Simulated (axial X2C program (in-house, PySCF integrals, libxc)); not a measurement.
## VBr: from the spin-free to the two-component result

Calculated with an in-house all-electron X2C program for linear molecules (integrals from PySCF). Spin-free means the one-electron spin-free X2C Hamiltonian; two-component (2c) means X2C with spin–orbit coupling and atomic mean-field two-electron Coulomb and Gaunt terms, so the difference of the two also holds small scalar two-electron terms. Basis: Br dyall-cv3z [8s9p6d4f1g], V dyall-cv3z [10s10p6d4f2g] (cores contracted in-house); Gaussian nuclei, density fitting, unrestricted open shells. Masses: Br 78.918 u, V 50.944 u.

Spin-free state: M_S = 2, Λ = 1 (beyond evenly filled blocks: σα, π+α, δ+α, δ-α); fragments Br + V.

| level | Re (Å) | ωe (cm⁻¹) | De (eV) | μ (D) |
| --- | --- | --- | --- | --- |
| PBE0 | 2.347 | 309.6 | n/a | 4.86 |
| HF | 2.455 | 293.3 | 2.427 | 3.95 |
| MP2 | 2.371 | 307.0 | 3.215 | n/a |
| CCSD | 2.373 | 314.0 | 3.143 | n/a |
| CCSD(T) | 2.365 | 316.7 | 3.249 | n/a |
| BLYP | 2.358 | 301.9 | n/a | 3.87 |

Correlated methods: 12 electrons correlated (number of frozen shells: Br 3 s, 2 p, 1 d; V 3 s, 2 p), 294 virtual spin orbitals or spinors in MP2, 90 natural virtuals in coupled cluster.

Dipoles are positive if V is the positive end.

Two-component determinant lowest at the distance of the search:

Ω = 1 (⟨Sz⟩ = 2.00, ⟨Lz⟩ = -1.00 at HF); fragments Br + V.

| level | Re (Å) | ωe (cm⁻¹) | μ (D) |
| --- | --- | --- | --- |
| PBE0 | 2.347 | 309.7 | 4.84 |
| HF | 2.455 | 293.3 | 3.94 |
| MP2 | 2.371 | 307.1 | n/a |
| CCSD | 2.373 | 314.0 | n/a |
| CCSD(T) | 2.366 | 316.6 | n/a |
| BLYP | 2.358 | 301.7 | 3.83 |

From the two tables, how do the constants change at the CCSD(T) level (2c against spin-free)?

At the CCSD(T) level Re is unchanged within 0.001 Å and ωe is unchanged to within 0.2 cm⁻¹.

The state is one determinant whose occupation by symmetry is held fixed; it was picked as the lowest of a PBE0 search that is not exhaustive. Dissociation energies refer to the lowest single-determinant-based atoms at the same level and basis. De is not given where an atomic determinant may have missed its ground term or J level, or where the truncated virtual space spoils (T). Density functionals use the spin component along the axis (collinear). Coupled cluster ran in a truncated set of natural virtual spinors; the MP2 energy of the rest was added. (T) has no such correction and the atoms are truncated less, which lowers De at CCSD(T) by a hundredth of an eV or more. Other states lie close and PBE0, whose exact exchange favours high spin, may order them wrongly; the determinant shown need not be the ground state. The nearest other spin-free determinant of the search, M_S = 2, Λ = 2, lies 0.012 eV up at the distance of the search. Without a current term, density functionals place determinants with orbital angular momentum somewhat too high. With several unpaired electrons one determinant need not be a pure state. The outer-core s and p shells of the metal are frozen in the correlated rows, which leaves out core–valence correlation; for alkali and alkaline-earth bonds that tends to lengthen them. Open-shell Ω = 0 determinants with evenly filled partner blocks cannot be reached by this program, so the Ω shown need not be the lowest component. At some level and bond length an empty orbital lies below a filled one. The T1 diagnostic is large, a sign of multireference character.
